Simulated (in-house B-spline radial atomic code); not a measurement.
**Rh3+: [Kr] 4d5 5s1 (an excited or competing configuration)**

Level of theory: non-relativistic Hartree-Fock with fractional occupations, spin-polarised, spherical fractional occupations, point nucleus; calculated with a radial B-spline atomic code at the basis-set limit.

Z_r = [3n² - l(l+1)]/(2<r>); Z_e = n√(-2ε); the last column is Slater's effective charge. Values are occupation-weighted means over spin.

```tsv
shell	electrons	ε (eV)	<r> (bohr)	Z_r	Z_e	Slater
1s	2	-22739	0.03384	44.32	40.88	44.70
2s	2	-3351.9	0.147	40.82	31.39	40.85
2p	6	-3102.1	0.126	39.68	30.20	40.85
3s	2	-666.26	0.4002	33.74	20.99	33.75
3p	6	-565.52	0.3937	31.75	19.34	33.75
3d	10	-381.49	0.3687	28.48	15.89	23.85
4s	2	-136.76	0.9973	24.07	12.68	17.25
4p	6	-102.47	1.07	21.49	10.98	17.25
4d	5	-54.388	1.306	16.08	8.00	7.60
5s	1	-34.503	2.488	15.07	7.96	5.95
```

The least bound orbital is 5s up at -34.5 eV, and it is also the most diffuse (<r> = 2.488 bohr).
